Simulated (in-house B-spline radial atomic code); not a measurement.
Orbital energies and mean radii along the 23-electron series, configuration [Ar] 3d5. The effective charge is n√(-2ε), a non-relativistic measure. Computed with a radial B-spline atomic code at the basis-set limit: non-relativistic Hartree-Fock, average of the configuration, point nuclei.

This level leaves out relativity, spin-orbit splitting included, which matters for heavy ions.

```csv
ion,Z,energy of 3s (Eh),mean radius of 3s (bohr),energy of 3p (Eh),mean radius of 3p (bohr),energy of 1s (Eh),mean radius of 1s (bohr),energy of 3d (Eh),mean radius of 3d (bohr),effective charge of 3s
Cr+,24,-3.5943,0.91248,-2.3621,0.97533,-220.71,0.064146,-0.59311,1.3588,8.0434
Mn2+,25,-4.4893,0.86048,-3.1571,0.90989,-241.23,0.061527,-1.2093,1.1216,8.9893
Fe3+,26,-5.5499,0.81192,-4.1116,0.84979,-262.8,0.059113,-1.9755,0.9741,9.9949
Co4+,27,-6.751,0.76744,-5.2027,0.79597,-285.4,0.056881,-2.8753,0.86909,11.024
Ni5+,28,?,?,?,?,?,?,?,?,?
Cu6+,29,?,?,?,?,?,?,?,?,?
Zn7+,30,-11.109,0.65687,-9.2192,0.66721,-359.27,0.051092,-6.3155,0.67063,14.141
Ga8+,31,-12.8,0.62645,-10.795,0.63293,-385.9,0.049415,-7.6999,0.62543,15.179
Ge9+,32,-14.608,0.59865,-12.486,0.60199,-413.55,0.047844,-9.2006,0.58654,16.216
As10+,33,-16.532,0.57317,-14.292,0.57393,-442.19,0.046369,-10.817,0.55262,17.25
Se11+,34,-18.57,0.54975,-16.213,0.54839,-471.84,0.044983,-12.548,0.52271,18.283
Br12+,35,-20.722,0.52815,-18.247,0.52504,-502.5,0.043677,-14.393,0.49609,19.313
Kr13+,36,-22.987,0.50817,-20.394,0.5036,-534.15,0.042445,-16.352,0.47223,20.341
Rb14+,37,-25.366,0.48964,-22.655,0.48386,-566.81,0.04128,-18.424,0.45068,21.368
Sr15+,38,-27.858,0.47242,-25.028,0.46562,-600.47,0.040177,-20.61,0.43111,22.393
Zr17+,40,-33.179,0.44136,-30.111,0.433,-670.8,0.038139,-25.319,0.39689,24.438
Nb18+,41,-36.008,0.42732,-32.822,0.41836,-707.47,0.037195,-27.843,0.38181,25.459
Mo19+,42,?,?,?,?,?,?,?,?,?
Tc20+,43,-42.003,0.40175,-38.578,0.39188,-783.8,0.035441,-33.228,0.35498,27.496
Ru21+,44,-45.168,0.39008,-41.624,0.37987,-823.47,0.034625,-36.088,0.34297,28.514
Rh22+,45,-48.446,0.37908,-44.782,0.36857,-864.14,0.033845,-39.061,0.33178,29.53
```

**Question.** Fill in the row of Ni5+.

**Answer.** energy of 3s (Eh): -8.0813; mean radius of 3s (bohr): 0.72699; energy of 3p (Eh): -6.4207; mean radius of 3p (bohr): 0.74807; energy of 1s (Eh): -309.01; mean radius of 1s (bohr): 0.054811; energy of 3d (Eh): -3.9011; mean radius of 3d (bohr): 0.78861; effective charge of 3s: 12.061.

**Question.** Fill in the row of Cu6+.

**Answer.** energy of 3s (Eh): -9.535; mean radius of 3s (bohr): 0.69026; energy of 3p (Eh): -7.7605; mean radius of 3p (bohr): 0.70538; energy of 1s (Eh): -333.63; mean radius of 1s (bohr): 0.052886; energy of 3d (Eh): -5.0487; mean radius of 3d (bohr): 0.72404; effective charge of 3s: 13.101.

**Question.** Fill in the row of Mo19+.

**Answer.** energy of 3s (Eh): -38.95; mean radius of 3s (bohr): 0.41414; energy of 3p (Eh): -35.644; mean radius of 3p (bohr): 0.40469; energy of 1s (Eh): -745.13; mean radius of 1s (bohr): 0.036297; energy of 3d (Eh): -30.479; mean radius of 3d (bohr): 0.36789; effective charge of 3s: 26.478.

**Question.** How does the screening of 3s change?

**Answer.** Z less the effective charge goes from 15.96 at Z = 24 to 15.47 at Z = 45.
